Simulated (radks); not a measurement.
The numbers below are computed, except where a source is named.
Fractional charge and spin in the 3p shell of calcium: the spin-up occupation runs from 2 to 3 and the spin-down occupation from 2 to 3; the fullest corner is Ca, [Ne] 3s2 4s2 3p(up 3, down 3). Code: a radial shooting solver on a logarithmic mesh with Libxc functionals. Model: non-relativistic Kohn-Sham, PBE, spin-polarised, spherical densities, point nucleus. Energy (eV) minus the two flat planes that join the four corners (they meet along the diagonal where the two added fractions sum to one electron); zero is where a piecewise linear energy would lie.

| down \ up | 2 | 2.25 | 2.5 | 2.75 | 3 |
|---|---|---|---|---|---|
| 2 | 0.000 | -1.395 | -1.848 | -1.376 | 0.000 |
| 2.25 | -1.395 | -1.760 | -1.205 | 0.249 | -1.231 |
| 2.5 | -1.848 | -1.205 | 0.333 | -1.069 | -1.623 |
| 2.75 | -1.376 | 0.249 | -1.069 | -1.544 | -1.202 |
| 3 | 0.000 | -1.231 | -1.623 | -1.202 | 0.000 |

Corners above the fullest one (they belong to Ca+ and the next ion): (up 3, down 2) 34.386 eV, (up 2, down 3) 34.386 eV, (up 2, down 2) 84.019 eV. With half an added electron in each spin the energy lies 0.333 eV from the planes, and with half an added electron in spin up alone -1.848 eV. The planes are only a guide here: the flat-plane condition holds for ground states with one frontier orbital, while this shell lies below other occupied shells, so the corners above the fullest one are inner-hole states and not the ground states of those ions.
